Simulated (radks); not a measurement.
Spherical quantum dot in the effective-mass picture: electrons in a parabolic well V = omega^2 r^2 / 2 with omega = 0.41, with a point charge +1 (a donor) at the centre, all in effective atomic units (hartree* = m*/eps^2 hartree, bohr* = eps/m* bohr), one dielectric constant everywhere. Calculated with a radial shooting solver with Libxc functionals: non-relativistic Kohn-Sham, PBEsol, spin-polarised, spherical densities. Levels are named by radial order and angular momentum (1s, 1p, 1d, 2s, ...), and open shells are averaged over m.

N = 3, configuration 1s2 1p(up 1, down 0). This is the lowest configuration that the search found. Occupied and some empty levels:

| level | occupation | eigenvalue (hartree*) | <r> (bohr*) |
|---|---|---|---|
| 1s up | 1 | 0.97073 | 1.483 |
| 1s down | 1 | 1.0022 | 1.433 |
| 1p up | 1 | 1.4921 | 2.395 |
| 1p down | 0 | 1.5513 | 2.393 |
| 2s up | 0 | 1.7340 | 2.540 |
| 2s down | 0 | 1.7746 | 2.582 |
| 1d up | 0 | 1.8856 | 2.891 |
| 1d down | 0 | 1.9441 | 2.914 |
| 1f up | 0 | 2.2760 | 3.294 |
| 1f down | 0 | 2.3280 | 3.322 |

Energy (hartree*): total 1.42127, kinetic 1.4688, external -1.4527, Hartree 2.3192, exchange-correlation -0.91400.

Electron density:

| r (bohr*) | n(r) (e/bohr*^3) |
|---|---|
| 0.178 | 0.4037 |
| 0.377 | 0.2756 |
| 0.575 | 0.1917 |
| 0.774 | 0.1360 |
| 0.972 | 0.09848 |
| 1.17 | 0.07263 |
| 1.37 | 0.05446 |
| 1.57 | 0.04122 |
| 1.77 | 0.03141 |
| 1.97 | 0.02387 |
| 2.16 | 0.01802 |
| 2.36 | 0.01339 |
| 2.56 | 0.009760 |
| 2.76 | 0.006928 |
| 2.96 | 0.004789 |
| 3.16 | 0.003207 |
| 3.35 | 0.002088 |
| 3.55 | 0.001317 |
| 3.75 | 0.0008081 |
| 3.95 | 0.0004795 |
